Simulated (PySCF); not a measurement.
Polarisability and C₆ of Ge⁻ (germanium, charge -1)

[Ar] 3d10 4s2 4p3, high-spin 4S determinant. All numbers are calculated (PySCF 2.14, the spin-free X2C one-electron Hamiltonian (Gaussian nucleus), in aug-cc-pVQZ-DK (8s7p5d3f2g, 93 functions)). Coupled (time-dependent) response in atomic units; α is the mean over directions.

```
method  mean α (bohr³)  C₆ (like pair)  S(−4)
   UHF           135.6            1982   9632
```

S(−4) is the Cauchy moment in α(ω) = α(0) + S(−4) ω² + …

α(iu) at UHF:

```csv
u (hartree),α(iu) (bohr³)
0,135.6
0.0500,116.4
0.100,86.44
0.200,48.54
0.300,30.34
0.500,14.94
0.750,7.951
1.00,4.983
1.50,2.559
2.00,1.598
3.00,0.8237
5.00,0.3485
```

A single London oscillator, α(iu) = α/(1 + u²/ω²), gives C₆ = (3/4) ω α². Matching the computed C₆ needs ω = 4 × 1982 / (3 × 135.6²) = 0.144 hartree.

For an ion, C₆ is the dispersion term alone; charge-induced terms of lower order in 1/R come first.
